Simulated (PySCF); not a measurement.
Oscillator strengths, rates and cross-sections

Compound: C₄H₄B₂F₄.
Numbering: `[F:1][B:2]([F:3])[CH2:4][C:5]#[C:6][CH2:7][B:8]([F:9])[F:10]` (hydrogens: H11, H12 on C4; H13, H14 on C7)

Theory: PySCF 2.14.0, density-fitted response routines, TDDFT B3LYP/def2-SVPD, vertical, gas phase, core orbitals frozen in the response. Isolated species at its PBE0-D3(BJ)/def2-SVP geometry (one conformer only). Torsions of this conformer, `[F:1][B:2]([F:3])[CH2:4][C:5]#[C:6][CH2:7][B:8]([F:9])[F:10]`: F1–B2–C4–C5 0°, C6–C7–B8–F9 -2°.

For one non-degenerate pair of states in vacuum, A = 0.6670 f ν̃² s⁻¹ with ν̃ in cm⁻¹, τ = 1/A, |μ|² = 3f / (2ΔE) in atomic units, and the integrated cross-section is ∫σ dE = 109.76 f Mb·eV.

These lifetimes count emission to the ground state at the vertical energy alone; relaxation of the geometry and all other decay channels are left out.

Energies and rates of the computed singlets with f of 0.002 or more:

| state | λ (nm) | A (s⁻¹) |
| --- | --- | --- |
| S1 | 206.8 | 6.02×10⁶ |
| S3 | 202.1 | 9.55×10⁶ |
| S4 | 197.3 | 1.28×10⁷ |

Task: Go back from the rates to the oscillator strengths and transition dipoles.

Result: f = A / (0.6670 ν̃²), and |μ| follows from f:

```json
{"state": "S1", "f": "0.0039", "|μ| (D)": "0.41", "τ": "170 ns", "main configurations (H = HOMO, L = LUMO)": "H→L (95%)"}
{"state": "S3", "f": "0.0059", "|μ| (D)": "0.50", "τ": "100 ns", "main configurations (H = HOMO, L = LUMO)": "H→L+1 (58%), H→L+2 (39%)"}
{"state": "S4", "f": "0.0075", "|μ| (D)": "0.56", "τ": "78 ns", "main configurations (H = HOMO, L = LUMO)": "H-1→L (98%)"}
```

Task: What is the integrated cross-section of all computed states together?

Result: Σf = 0.018 over S1 to S6, so 109.76 × Σf ≈ 2.03 Mb·eV.

Task: Suppose S1 emitted 0.3 eV lower with the same transition dipole. How would A change?

Result: At fixed |μ|, A goes as the cube of the energy: (5.70/6.00)³ = 0.86, which makes τ about 190 ns.

Task: Which computed singlets stay under f = 0.002?

Result: S2 (6.08 eV, f 0.0002), S5 (6.33 eV, f 0.0010) and S6 (6.34 eV, f 0.0001).
